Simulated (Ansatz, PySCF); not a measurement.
Pair of molecules: C2H2 (SMILES C#C) (first 4 atoms) with H2S (SMILES S); geometry from B3LYP-D3(BJ)/def2-TZVP, rigid monomers moved along the line of their centres of mass till C2···H7 is 3.05 Å.
(charge 0, multiplicity 1):
| atom | x (Å) | y (Å) | z (Å) |
|---|---|---|---|
| C | 0.5186 | 0.2718 | -0.1566 |
| C | -0.5924 | -0.1486 | -0.0071 |
| H | 1.5048 | 0.6461 | -0.2886 |
| H | -1.5791 | -0.5209 | 0.1266 |
| S | 0.1864 | 0.9370 | 4.1511 |
| H | 0.6766 | -0.2973 | 4.3479 |
| H | 0.0873 | 0.7503 | 2.8236 |

Quantity: the interaction energy.

Interaction energies are E(AB) − E(A) − E(B) at the monomers' geometry in the complex; basis-set methods are counterpoise corrected.

Correlated levels freeze the cores. CBS(a, b) extrapolates the correlation energy as X⁻³ and adds the Hartree–Fock energy of set b.

Programs: Ansatz (a first-principles code); PySCF for the dispersion terms. 

Costs are ratios of core time to PBE/def2-TZVPPD (roughly 5 s), for whole runs (searches for the state included, and forces where a run took them) on one shared machine, so rough; each difference counts from -61.7 meV (CCSD(T)/CBS(aug-cc-pV(D+d)Z, aug-cc-pV(T+d)Z), a level with limits of its own).

A star marks coupled-cluster runs past 200 virtual orbitals, where the program's memory plan changes under this machine's limit, so their costs aren't comparable with smaller runs.

```
level                      basis functions   cost
-------------------------  ---------------  -----
PBE/def2-TZVPPD                        193     ×1
PBE-D3(BJ)/def2-TZVPPD                 193     ×1
r2SCAN/def2-TZVPPD                     193     ×2
r2SCAN-D3(BJ)/def2-TZVPPD              193     ×2
PBE0/def2-TZVPPD                       193     ×2
PBE0-D3(BJ)/def2-TZVPPD                193     ×2
B3LYP/def2-TZVPPD                      193     ×2
B3LYP-D3(BJ)/def2-TZVPPD               193     ×2
wB97X-V/def2-TZVPPD                    193     ×3
wB97M-V/def2-TZVPPD                    193     ×3
CCSD(T)/aug-cc-pV(D+d)Z                114     ×5
CCSD(T)/aug-cc-pV(T+d)Z                239  ×300*
```

Task: With a budget of 100 times the cost of PBE/def2-TZVPPD, which level comes closest?

Result: wB97X-V/def2-TZVPPD, at -0.9 meV; next is wB97M-V/def2-TZVPPD at 2.1 meV.

Each difference (meV): PBE/def2-TZVPPD 10.3; PBE-D3(BJ)/def2-TZVPPD -14.1; r2SCAN/def2-TZVPPD 7.8; r2SCAN-D3(BJ)/def2-TZVPPD -4.5; PBE0/def2-TZVPPD 13.1; PBE0-D3(BJ)/def2-TZVPPD -11.5; B3LYP/def2-TZVPPD 32.6; B3LYP-D3(BJ)/def2-TZVPPD -4.4; wB97X-V/def2-TZVPPD -0.9; wB97M-V/def2-TZVPPD 2.1; CCSD(T)/aug-cc-pV(D+d)Z 8.4; CCSD(T)/aug-cc-pV(T+d)Z 2.8.
